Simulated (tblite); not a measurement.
C7H5 (doublet state).
Cartesian coordinates in Å at the GFN2-xTB level; atoms count from 1:
```xyz
12
C7H5 angstrom
C     -1.455    1.926   -0.174
C     -1.091    0.786   -0.139
C     -0.579   -0.581   -0.116
C      0.715   -0.637   -0.824
C      1.771    0.084   -1.020
C     -0.406   -1.023    1.263
C     -0.241   -1.367    2.396
H     -1.800    2.916   -0.197
H     -1.311   -1.240   -0.610
H      1.910    1.088   -0.613
H      2.598   -0.273   -1.617
H     -0.109   -1.679    3.389
```

All values are computed: GFN2-xTB (tblite) harmonic vibrations without scaling, gas phase. This tight-binding method is rough: wavenumbers can miss measured ones by several per cent, in bad cases by 10 to 20. One conformer, not necessarily the lowest. Open shells enter through the occupations alone, without spin polarisation, and single modes of such species can be off by tens of per cent.

Harmonic wavenumbers (cm⁻¹): 27.0, 106.6, 126.3, 177.3, 269.1, 273.0, 349.9, 461.8, 487.2, 543.0, 642.7, 646.8, 658.1, 666.5, 853.9, 874.8, 945.1, 1007.7, 1038.3, 1184.1, 1195.3, 1364.4, 1791.9, 2270.4, 2286.7, 2840.1, 2860.9, 3052.1, 3391.7, 3397.0.

A = 3158, B = 2588, C = 1617 MHz; mass 89.039 u (most abundant isotopes); point group C1, symmetry number 1; spin multiplicity 2.

Problem. What is the zero-point energy?

Solution. Half the sum of the wavenumbers: 17895 cm⁻¹ = 51.16 kcal/mol.

Problem. Give the ideal-gas entropy at 273.15 K and 1 bar in the rigid-rotor, harmonic-oscillator model (classical rotation).

Solution. Translation 38.96, rotation 27.33, vibration 21.32, spin (R ln 2) 1.38: S = 89.0 cal/(mol K).

Problem. And Cp and H(273.15 K) − H(0)?

Solution. Cp = 29.35 cal/(mol K), of which vibrations give 21.40 (their classical limit is 30 R = 59.6); H(273.15 K) − H(0) = 5.17 kcal/mol without the zero-point energy, 3.00 from vibrations.

Problem. How do the functions run with temperature in this model?

Solution. 
| T (K) | S (cal/(mol K)) | Cp (cal/(mol K)) | H − H(0) (kcal/mol) | G − H(0) (kcal/mol) | ln q(vib) |
| --- | --- | --- | --- | --- | --- |
| 100 | 67.1 | 16.2 | 1.20 | -5.51 | 1.69 |
| 200 | 80.7 | 24.0 | 3.21 | -12.93 | 3.72 |
| 300 | 91.8 | 31.1 | 5.98 | -21.57 | 5.75 |
| 500 | 110.2 | 40.9 | 13.27 | -41.85 | 9.65 |
| 800 | 131.5 | 49.4 | 26.93 | -78.25 | 14.87 |
| 1000 | 142.9 | 53.2 | 37.22 | -105.72 | 17.96 |

q(vib) and H(0) count from the zero-point level.

Problem. Blend soft modes into free rotors: weight 1/[1 + (100 cm⁻¹/ν̃)⁴] for the oscillator and the rest for a rotor with moment μB/(μ + B), μ = h/(8π²ν), B = 10⁻⁴⁴ kg m². What vibrational entropy results?

Solution. 19.28 cal/(mol K) in place of 21.32, which changes −T·S at 273.15 K by +0.56 kcal/mol.

Problem. What must be added to the electronic energy to get the Gibbs energy at 273.15 K and 1 bar?

Solution. ZPE + [H(273.15 K) − H(0)] − T·S = 51.16 + 5.17 − 24.31 = 32.02 kcal/mol.

Problem. Which modes carry the vibrational entropy at 273.15 K?

Solution. 27.0 cm⁻¹: 5.86; 106.6 cm⁻¹: 3.16; 126.3 cm⁻¹: 2.83; 177.3 cm⁻¹: 2.19; 269.1 cm⁻¹: 1.45; 273.0 cm⁻¹: 1.43 cal/(mol K); the other 24 give 4.39 together.

Hindered rotation and anharmonicity are outside this model. Other conformers, if any are populated, would add a mixing term that is left out. The structure is chiral; the term R ln 2 for an equal mix with its mirror image is left out.
